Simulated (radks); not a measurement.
These are the eigenvalues of the occupied orbitals of an atom or ion with whole-number occupations (eV). All-electron calculation, scalar-relativistic Kohn-Sham, PBEsol, spin-unpolarised, spherical densities, finite nucleus; Fermi nuclear charge, rms radius of each element as measured or else 0.836 A^(1/3) + 0.57 fm. Program: a radial shooting solver on a logarithmic mesh with Libxc functionals.

| orbital | eigenvalue |
|---|---|
| 1s | -28997.15 |
| 2s | -4377.845 |
| 2p | -3930.865 |
| 3s | -844.5547 |
| 3p | -698.4837 |
| 3d | -473.3907 |
| 4s | -133.7365 |
| 4p | -89.5648 |
| 4d | -25.7928 |
| 5s | -10.5947 |
| 5p | -3.7090 |

Which element is it, and in what charge state? The configuration may be excited.

Answer. Z = 50, tin, charge 0: Sn in [Kr] 4d10 5s2 5p2. The list shows which subshells hold electrons but not how many an open one holds; the 1s level, -1065.6 hartree, gives Z - s = 46.2 by -(Z - s)^2/2, which with screening and relativity narrows Z to a few neighbours, and the depths of the outer levels then fix element, charge and occupations together.
